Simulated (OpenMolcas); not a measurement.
Lines of Fe3+: computed and rescaled rates

* Program: OpenMolcas 26.06
* Method: CASSCF
* Basis: ANO-R3 [7s5p5d3f2g1h]
* Scalar Hamiltonian: X2C, finite nucleus
* Active space: 5 electrons in 5 orbitals (3d)
* State averaging: 2S+1 = 6 even, 1 root; 2S+1 = 4 even, 24 roots; 2S+1 = 2 even, 52 roots
* Spin-orbit coupling: RASSI with atomic mean-field integrals over the reference wave functions, term energies averaged over their components

Rates come from the transition moments of the reference wave functions (E1 and E2 in the length form). At fixed line strength A goes as λ^-3 for E1 and M1 and as λ^-5 for E2, so a rate at the computed wavelength can be rescaled to the measured one. Measured vacuum wavelengths follow from level energies in Corliss and Sugar, J. Phys. Chem. Ref. Data 11, 135 (1982). Branching counts decays inside the model space alone, at computed energies, and the table is only a selection of the E2 and M1 lines, drawn from those between levels with measured partners whose computed energy lies within a factor of 1.5 of the measured one.

```json
{"Upper": "3d5 4P 5/2", "Lower": "3d5 6S 5/2", "Type": "M1", "λ computed (nm)": "231.6", "λ measured (nm)": "283.7", "A computed (s-1)": "1.81e+00", "A rescaled (s-1)": "", "Branching %": "100.0"}
{"Upper": "3d5 4P 3/2", "Lower": "3d5 6S 5/2", "Type": "M1", "λ computed (nm)": "231.2", "λ measured (nm)": "283", "A computed (s-1)": "1.18e+00", "A rescaled (s-1)": "", "Branching %": "100.0"}
{"Upper": "3d5 4F 9/2", "Lower": "3d5 4G 11/2", "Type": "E2", "λ computed (nm)": "396.4", "λ measured (nm)": "490.8", "A computed (s-1)": "6.70e-01", "A rescaled (s-1)": "2.30e-01", "Branching %": "50.2"}
{"Upper": "3d5 2D 5/2 [70 %]", "Lower": "3d5 4P 5/2", "Type": "M1", "λ computed (nm)": "595.4", "λ measured (nm)": "699.9", "A computed (s-1)": "6.16e-01", "A rescaled (s-1)": "", "Branching %": "52.5"}
{"Upper": "3d5 2D 3/2", "Lower": "3d5 4P 3/2", "Type": "M1", "λ computed (nm)": "576.9", "λ measured (nm)": "679.4", "A computed (s-1)": "3.08e-01", "A rescaled (s-1)": "", "Branching %": "58.2"}
{"Upper": "3d5 4F 9/2", "Lower": "3d5 4G 11/2", "Type": "M1", "λ computed (nm)": "396.4", "λ measured (nm)": "490.8", "A computed (s-1)": "1.82e-01", "A rescaled (s-1)": "", "Branching %": "13.6"}
{"Upper": "3d5 4F 9/2", "Lower": "3d5 4D 7/2", "Type": "M1", "λ computed (nm)": "619.2", "λ measured (nm)": "722.5", "A computed (s-1)": "1.65e-01", "A rescaled (s-1)": "", "Branching %": "12.4"}
{"Upper": "3d5 2F 5/2(1) [60 %]", "Lower": "3d5 4P 5/2", "Type": "M1", "λ computed (nm)": "517.9", "λ measured (nm)": "591.3", "A computed (s-1)": "1.32e-01", "A rescaled (s-1)": "", "Branching %": "11.5"}
{"Upper": "3d5 4F 7/2", "Lower": "3d5 4G 11/2", "Type": "E2", "λ computed (nm)": "395.6", "λ measured (nm)": "489", "A computed (s-1)": "1.31e-01", "A rescaled (s-1)": "4.54e-02", "Branching %": "10.3"}
{"Upper": "3d5 2F 7/2(1)", "Lower": "3d5 4D 7/2", "Type": "M1", "λ computed (nm)": "660.2", "λ measured (nm)": "792.7", "A computed (s-1)": "1.21e-01", "A rescaled (s-1)": "", "Branching %": "12.1"}
{"Upper": "3d5 2D 5/2 [70 %]", "Lower": "3d5 4P 3/2", "Type": "M1", "λ computed (nm)": "597.8", "λ measured (nm)": "703.8", "A computed (s-1)": "1.18e-01", "A rescaled (s-1)": "", "Branching %": "10.0"}
{"Upper": "3d5 4F 7/2", "Lower": "3d5 4D 7/2", "Type": "M1", "λ computed (nm)": "617.2", "λ measured (nm)": "718.6", "A computed (s-1)": "1.16e-01", "A rescaled (s-1)": "", "Branching %": "9.1"}
{"Upper": "3d5 2D 3/2", "Lower": "3d5 4P 5/2", "Type": "M1", "λ computed (nm)": "574.6", "λ measured (nm)": "675.8", "A computed (s-1)": "8.48e-02", "A rescaled (s-1)": "", "Branching %": "16.0"}
{"Upper": "3d5 2D 3/2", "Lower": "3d5 4P 1/2", "Type": "M1", "λ computed (nm)": "580.1", "λ measured (nm)": "682.8", "A computed (s-1)": "7.85e-02", "A rescaled (s-1)": "", "Branching %": "14.8"}
{"Upper": "3d5 4D 1/2", "Lower": "3d5 4P 1/2", "Type": "M1", "λ computed (nm)": "2965", "λ measured (nm)": "2865", "A computed (s-1)": "6.47e-02", "A rescaled (s-1)": "", "Branching %": "62.4"}
{"Upper": "3d5 4D 7/2", "Lower": "3d5 4P 5/2", "Type": "M1", "λ computed (nm)": "2892", "λ measured (nm)": "2836", "A computed (s-1)": "4.24e-02", "A rescaled (s-1)": "", "Branching %": "91.0"}
{"Upper": "3d5 4D 1/2", "Lower": "3d5 4P 3/2", "Type": "M1", "λ computed (nm)": "2883", "λ measured (nm)": "2806", "A computed (s-1)": "3.85e-02", "A rescaled (s-1)": "", "Branching %": "37.2"}
{"Upper": "3d5 4P 1/2", "Lower": "3d5 4P 3/2", "Type": "M1", "λ computed (nm)": "103900", "λ measured (nm)": "136400", "A computed (s-1)": "4.05e-05", "A rescaled (s-1)": "1.79e-05", "Branching %": "98.2"}
```

Spin-changing lines and M1 lines between different terms are not rescaled, since their strength hangs on the term gaps too.

The largest correction is for 3d5 4F 9/2 → 3d5 4G 11/2 (E2): 6.70e-01 × (396.4 / 490.8)^5 = 2.30e-01 s-1, a factor of 0.34.

These are rates of the free ion; in crystals, glasses and complexes forced electric-dipole and non-radiative decay shorten such lifetimes by orders of magnitude. No measured rate stands beside these. Rescaling mends the energy factor alone: line strengths can still be far off where a level mixes with configurations outside the active space, and weak or spin-changing lines hang on small mixing coefficients that depend on the term gaps too, so rescaling need not improve them.

Without dynamic correlation excited terms often stand tens of per cent too high (terms of higher spin than the ground term too low), and those without a measured partner can miss by more than the paired ones. Computed and measured levels are paired by configuration, term and J; levels that our copy of the source lacks, or whose pairing is in doubt (as where it misses far off the trend of its configuration), stay unpaired. Only configurations of the active space appear.

A share in square brackets marks a mixed level and gives the weight of the term that names it. A number in round brackets counts repeated terms of one configuration in the order of the reference energies.
